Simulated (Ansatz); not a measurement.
HITe (SMILES [TeH]I) moved off its minimum; all values from Ansatz (an electronic-structure program), cores frozen in correlated methods. Elements past Kr take the def2 small-core potentials, without spin–orbit coupling.
(charge 0, multiplicity 1)
```xyz
3

Te     0.3748     0.8554     0.9053
H      0.6580     2.0804    -0.3658
I     -0.3678    -1.0419    -0.8109
```

Forces at MP2/def2-TZVPPD (eV/Å):

```tsv
atom	Fx	Fy	Fz
Te1	0.396	1.514	-1.013
H2	-0.284	-1.227	1.273
I3	-0.112	-0.287	-0.260
```

### Question
Give the forces (eV/Å), the total energy and the dipole at CCSD(T)/def2-TZVPPD.

### Answer

```json
[
 {"atom": "Te1", "Fx": "0.426", "Fy": "1.529", "Fz": "-0.705"},
 {"atom": "H2", "Fx": "-0.245", "Fy": "-1.065", "Fz": "1.117"},
 {"atom": "I3", "Fx": "-0.181", "Fy": "-0.463", "Fz": "-0.412"}
]
```
Energy -564.5785 hartree, dipole 0.88 D.
